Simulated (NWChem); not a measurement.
Program: NWChem. System: Cl2Sn, charge 0, spin multiplicity 1, at a geometry optimised with PBE/def2-SVP with def2 effective core potentials on Sn. The structure started from a generated list of species. Level: B3LYP/def2-TZVPP with def2 effective core potentials on Sn, VWN1-RPA local correlation.

The NWChem input:

```
start mol
memory heap 200 mb stack 900 mb global 1100 mb
geometry units angstroms nocenter noautoz
  Sn     0.000000     0.000000     0.626645
  Cl     1.849239     0.000000    -0.921537
  Cl    -1.849239     0.000000    -0.921537
  symmetry group C2v
end
basis spherical
  * library def2-tzvpp
end
ecp
  Sn library def2-ecp
end
dft
  xc b3lyp
  semidirect memsize 60000000 filesize 0
  iterations 100
end
task dft energy
```

NWChem printed:

```
             Northwest Computational Chemistry Package (NWChem) 7.3.0
             --------------------------------------------------------

                                NWChem Input Module
                                -------------------

 Scaling coordinates for geometry "geometry" by  1.889725989
 (inverse scale =  0.529177249)

 Turning off AUTOSYM since
 SYMMETRY directive was detected!

                             Geometry "geometry" -> ""
                             -------------------------

 Output coordinates in angstroms (scale by  1.889725989 to convert to a.u.)

  No.       Tag          Charge          X              Y              Z
 ---- ---------------- ---------- -------------- -------------- --------------
    1 Sn                  50.0000     0.00000000     0.00000000     0.62664500
    2 Cl                  17.0000     1.84923900     0.00000000    -0.92153700
    3 Cl                  17.0000    -1.84923900     0.00000000    -0.92153700

 Effective nuclear repulsion energy (a.u.)     414.3572851231

            Nuclear Dipole moment (a.u.)
            ----------------------------
        X                 Y               Z
 ---------------- ---------------- ----------------
     0.0000000000     0.0000000000    -0.0000151178

      Symmetry information
      --------------------

 Group name             C2v
 Group number             16
 Group order               4
 No. of unique centers     2

      Symmetry unique atoms

     1    2


 Summary of "ao basis" -> "" (spherical)
 ------------------------------------------------------------------------------
       Tag                 Description            Shells   Functions and Types
 ---------------- ------------------------------  ------  ---------------------
 *                         def2-tzvpp                 on all atoms

                                 NWChem DFT Module
                                 -----------------

 Summary of "ao basis" -> "ao basis" (spherical)
 ------------------------------------------------------------------------------
       Tag                 Description            Shells   Functions and Types
[...]
              MO Center= -1.3D-14, -1.3D-15, -9.1D-02, r^2= 4.8D+00
   Bfn.  Coefficient  Atom+Function         Bfn.  Coefficient  Atom+Function
  ----- ------------  ---------------      ----- ------------  ---------------
     5      0.377477  1 Sn s                  6      0.368783  1 Sn s
    67     -0.302101  2 Cl pz               109     -0.302101  3 Cl pz
     2      0.289652  1 Sn s                  3     -0.243016  1 Sn s
    70     -0.224025  2 Cl pz               112     -0.224025  3 Cl pz
     1     -0.183046  1 Sn s                 18      0.175821  1 Sn pz

 Vector   29  Occ=0.000000D+00  E=-1.276530D-01  Symmetry=b2
              MO Center=  2.8D-16,  3.9D-15,  5.5D-01, r^2= 3.7D+00
   Bfn.  Coefficient  Atom+Function         Bfn.  Coefficient  Atom+Function
  ----- ------------  ---------------      ----- ------------  ---------------
    17      0.555308  1 Sn py                11     -0.356629  1 Sn py
    14      0.333614  1 Sn py                20      0.292552  1 Sn py
    69     -0.165980  2 Cl py               111     -0.165980  3 Cl py
    66     -0.140918  2 Cl py               108     -0.140918  3 Cl py
    63     -0.080805  2 Cl py               105     -0.080805  3 Cl py

 Vector   30  Occ=0.000000D+00  E=-4.444552D-02  Symmetry=b1
              MO Center= -1.1D-13, -9.6D-16,  7.4D-01, r^2= 5.1D+00
   Bfn.  Coefficient  Atom+Function         Bfn.  Coefficient  Atom+Function
  ----- ------------  ---------------      ----- ------------  ---------------
    19      0.577659  1 Sn px                16      0.423149  1 Sn px
    13      0.303006  1 Sn px                10     -0.297436  1 Sn px
    55     -0.216086  2 Cl s                 97      0.216086  3 Cl s
    70     -0.194608  2 Cl pz               112      0.194608  3 Cl pz
    35     -0.175323  1 Sn d  1              67     -0.153235  2 Cl pz

 Vector   31  Occ=0.000000D+00  E=-4.310438D-02  Symmetry=a1
              MO Center=  1.4D-13, -1.9D-15,  4.7D-01, r^2= 5.3D+00
   Bfn.  Coefficient  Atom+Function         Bfn.  Coefficient  Atom+Function
  ----- ------------  ---------------      ----- ------------  ---------------
    21      0.550617  1 Sn pz                 5     -0.480829  1 Sn s
    18      0.411424  1 Sn pz                15      0.283851  1 Sn pz
    12     -0.278755  1 Sn pz                68     -0.247333  2 Cl px
   110      0.247333  3 Cl px                55      0.229632  2 Cl s
    97      0.229632  3 Cl s                  2     -0.223003  1 Sn s

 center of mass
 --------------
 x =   0.00000000 y =   0.00000000 z =   0.09489294

 moments of inertia (a.u.)
 ------------------
         375.739243752824           0.000000000000           0.000000000000
           0.000000000000        1229.812465559010           0.000000000000
           0.000000000000           0.000000000000         854.073221806187

     Multipole analysis of the density
     ---------------------------------

     L   x y z        total         alpha         beta         nuclear
     -   - - -        -----         -----         ----         -------
     0   0 0 0      0.000000    -28.000000    -28.000000     56.000000

     1   1 0 0      0.000000      0.000000      0.000000      0.000000
     1   0 1 0     -0.000000     -0.000000     -0.000000      0.000000
     1   0 0 1      1.395430     17.276345     17.276345    -33.157261

     2   2 0 0    -42.221710   -228.713404   -228.713404    415.205097
     2   1 1 0      0.000000      0.000000      0.000000      0.000000
     2   1 0 1      0.000000      0.000000      0.000000      0.000000
     2   0 2 0    -34.586889    -17.293445    -17.293445      0.000000
     2   0 1 1      0.000000      0.000000      0.000000      0.000000
     2   0 0 2    -37.121012    -85.540963    -85.540963    133.960914

 Task  times  cpu:        6.0s     wall:        6.0s

 Total times  cpu:        6.1s     wall:        6.1s
```
